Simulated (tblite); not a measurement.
Compound: C5H7PS.
InChI=1S/C5H7PS/c1-5-2-3-6(7)4-5/h2-4,6H,1H3

Computed values, GFN2-xTB/tblite, gas phase, harmonic and unscaled. Errors from tens to a few hundred cm⁻¹ against measured bands are possible. Modes of hydrogen on phosphorus can be 10 to 20 % off.

Harmonic wavenumbers (cm⁻¹): 77.8, 118.4, 139.8, 244.4, 321.9, 363.6, 460.0, 500.2, 578.9, 705.8, 718.4, 732.9, 762.6, 784.0, 820.6, 862.7, 889.0, 907.8, 1006.0, 1020.4, 1075.1, 1104.6, 1209.0, 1316.5, 1395.3, 1465.2, 1466.7, 1542.7, 1624.6, 2176.9, 3004.7, 3017.5, 3055.1, 3085.8, 3107.0, 3108.6.

A = 4481, B = 1130, C = 995.9 MHz; mass 130.001 u (most abundant isotopes); point group C1, symmetry number 1.

Question: What is the zero-point energy?

Answer: ½Σν̃ = 22385 cm⁻¹ = 267.79 kJ/mol.

Question: What is S at 298.15 K and 1 bar for an ideal gas of classical rigid rotors and harmonic oscillators?

Answer: Translation 169.56, rotation 119.44, vibration 76.79: S = 365.8 J/(mol K).

Question: And Cp and H(298.15 K) − H(0)?

Answer: Cp = 127.04 J/(mol K), of which vibrations give 93.78 (their classical limit is 36 R = 299.3); H(298.15 K) − H(0) = 22.87 kJ/mol without the zero-point energy, 12.95 from vibrations.

Question: How do the functions run with temperature in this model?

Answer: 
```json
{"T (K)": "150", "S (J/(mol K))": "298.5", "Cp (J/(mol K))": "75.6", "H − H(0) (kJ/mol)": "7.92", "G − H(0) (kJ/mol)": "-36.86", "ln q(vib)": "1.54"}
{"T (K)": "250", "S (J/(mol K))": "344.9", "Cp (J/(mol K))": "110.0", "H − H(0) (kJ/mol)": "17.16", "G − H(0) (kJ/mol)": "-69.08", "ln q(vib)": "3.18"}
{"T (K)": "400", "S (J/(mol K))": "407.8", "Cp (J/(mol K))": "159.6", "H − H(0) (kJ/mol)": "37.51", "G − H(0) (kJ/mol)": "-125.61", "ln q(vib)": "5.83"}
{"T (K)": "600", "S (J/(mol K))": "482.1", "Cp (J/(mol K))": "206.3", "H − H(0) (kJ/mol)": "74.46", "G − H(0) (kJ/mol)": "-214.78", "ln q(vib)": "9.50"}
{"T (K)": "900", "S (J/(mol K))": "574.5", "Cp (J/(mol K))": "248.6", "H − H(0) (kJ/mol)": "143.28", "G − H(0) (kJ/mol)": "-373.78", "ln q(vib)": "14.77"}
```

q(vib) and H(0) count from the zero-point level.

Question: Which modes carry the vibrational entropy at 298.15 K?

Answer: 77.8 cm⁻¹: 16.51; 118.4 cm⁻¹: 13.08; 139.8 cm⁻¹: 11.74; 244.4 cm⁻¹: 7.41; 321.9 cm⁻¹: 5.44; 363.6 cm⁻¹: 4.63 J/(mol K); the other 30 give 17.97 together.

Hindered rotation and anharmonicity are outside this model. The structure is chiral; the term R ln 2 for an equal mix with its mirror image is left out.
